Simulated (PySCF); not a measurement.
## From a computed spectrum to the compound

A species of 4 atoms with charge 3 has these harmonic modes (BP86, small Gaussian bases with core potentials, PySCF 2.14.0):

```tsv
cm⁻¹	km/mol	symmetry
189	19.7	a'
366	102.0	a'
487	0.2	a''
1072	18.8	a'
2409	386.9	a'
2431	236.1	a''
```

Which species is it, and in which structure?

[La(H2S)]3+ (singlet):
```xyz
4

La    0.0000   -0.0069   -0.5837
S     0.0000   -0.0163    2.3545
H     1.0482    0.7322    2.8799
H    -1.0482    0.7322    2.8799
```
Ideal gas at 298.15 K and 1 bar: S = 289.4 J/(mol K), Cp = 54.1 J/(mol K), H − H(0 K) = 13.0 kJ/mol (rigid rotor, harmonic modes, spin degeneracy alone). 
 The answer isn't unique; the calculation gave this one.
